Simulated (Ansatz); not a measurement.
`[GeH3][NH][GeH3]` + `BO` → `B[O][GeH3]` + `[NH2][GeH3]` at 298.15 K and 1 bar (ligand exchange at a Ge–N bond).

Calculated with Ansatz (gas phase, PBE0-D4/def2-TZVP geometries, no zero-point term in ΔE). CCSD(T)/CBS adds triple-zeta CCSD(T) − MP2 to the extrapolated MP2 energy (def2 sets, frozen cores). This one scheme is used for every species. For Ge outer-core shells are correlated without core-valence functions, which leaves a few kJ/mol of doubt a bond. Scalar relativity is left out up to krypton.

```
           species  CCSD(T)/CBS energy (Eh)  H − E (kJ/mol)  S (J/(mol·K))
`[GeH3][NH][GeH3]`              -4211.13400           183.9          351.8
              `BO`               -101.80414           103.5          230.4
      `B[O][GeH3]`              -2179.12438           144.5          304.9
     `[NH2][GeH3]`              -2133.81884           141.9          275.3
```

H − E and S are ideal-gas, rigid-rotor, harmonic terms from PBE0-D4/def2-TZVP. 1 Eh = 2625.50 kJ/mol, R = 8.31446 J/(mol·K).

Q: By hand: ΔE, ΔH, ΔS and ΔG.

A: ΔE = (-2179.12438) + (-2133.81884) − (-4211.13400) − (-101.80414) = -0.00508 Eh = -13.3 kJ/mol. Δ(H − E) = 144.5 + 141.9 − 183.9 − 103.5 = -1.0, so ΔH = -14.3 kJ/mol. ΔS = 304.9 + 275.3 − 351.8 − 230.4 = -2.0 J/(mol·K). ΔG = -14.3 − 298.15 × (-2.0)/1000 = -13.7 kJ/mol.

Q: By hand: the equilibrium constant, and the temperature at which ΔG would vanish if ΔH and ΔS stayed fixed.

A: log₁₀ K = −ΔG/(RT ln 10) = 2.4. ΔG = 0 at ΔH/ΔS = 7150 K, far beyond where these terms or the molecules hold.

The number of gas molecules stays the same, so ΔS is small and ΔH decides. A doubt of 5 kJ/mol in ΔE shifts log₁₀ K by 0.9 here. These are equilibria of isolated gas molecules and say nothing of rates. Largest T1 diagnostic: 0.014 (customary marks: 0.02 for closed shells, 0.045 for open ones).
